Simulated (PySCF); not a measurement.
Vertical excitation energies

Species: 2-methoxypyrazine, C5H6N2O.
Structure used (GFN2-xTB), in Å, numbered top down from 1:
```xyz
14
C5H6N2O angstrom
C     -2.397   -0.555    0.099
O     -1.590    0.604    0.221
C     -0.273    0.419    0.089
C      0.588    1.529    0.187
N      1.887    1.392    0.061
C      2.363    0.168   -0.162
C      1.520   -0.921   -0.258
N      0.203   -0.799   -0.133
H     -3.424   -0.217    0.217
H     -2.255   -1.017   -0.880
H     -2.141   -1.284    0.871
H      0.201    2.520    0.367
H      3.435    0.083   -0.262
H      1.882   -1.924   -0.438
```

The calculation used TDDFT PBE0/def2-SVPD, vertical, gas phase, core orbitals frozen in the response (PySCF).

| state | E (eV) | λ (nm) | f | \|μ\| (D) | symmetry | main configurations (H = HOMO, L = LUMO) |
| --- | --- | --- | --- | --- | --- | --- |
| S1 | 4.31 | 287.9 | 0.0040 | 0.49 | A″ | H-1→L (100%) |
| S2 | 4.97 | 249.4 | 0.103 | 2.34 | A′ | H→L (94%) |
| S3 | 5.22 | 237.7 | 0.0001 | 0.05 | – | H-1→L+1 (100%) |
| S4 | 5.84 | 212.2 | 0.0000 | 0.01 | – | H-2→L (98%) |
| S5 | 6.13 | 202.2 | 0.230 | 3.14 | A′ | H→L+1 (92%) |
| S6 | 6.82 | 181.9 | 0.0002 | 0.08 | – | H-2→L+1 (89%), H→L+2 (10%) |

Triplets, Tamm–Dancoff:

```tsv
state	E (eV)	λ (nm)	main configurations (H = HOMO, L = LUMO)
T1	3.61	343.2	H-1→L (96%)
T2	3.67	337.7	H→L (96%)
```

The lowest singlet lies at 4.31 eV (288 nm, ultraviolet) and is very weak; its leading configuration is HOMO-1→LUMO (100%). The strongest level in the table is S5 at 6.13 eV (202 nm, f = 0.230). Löwdin shares by element: HOMO carbon 48% or more, oxygen 21% (atoms not listed hold the other 31%); LUMO nitrogen 46%, carbon 32% or more (atoms not listed hold the other 22%). The listed states span 2.51 eV, and the widest gap between neighbours is 0.68 eV (S5 to S6). The oscillator strengths of these states sum to 0.337; summed over the whole spectrum of an exact calculation they would give the number of electrons, 58 (Thomas–Reiche–Kuhn). Of the 6 states listed, 2 reach f = 0.01 and 3 stay under 0.0005. No computed singlet lies in the visible range (380 to 750 nm); the lowest, at 288 nm, stands 1.04 eV above its violet end (3.26 eV). Symmetry labels in Cs follow from the direction of the transition dipole and are given only for states with f of 0.002 or more. Singlets were solved by full linear response, triplets in the Tamm–Dancoff approximation.

One conformer stands for the species.
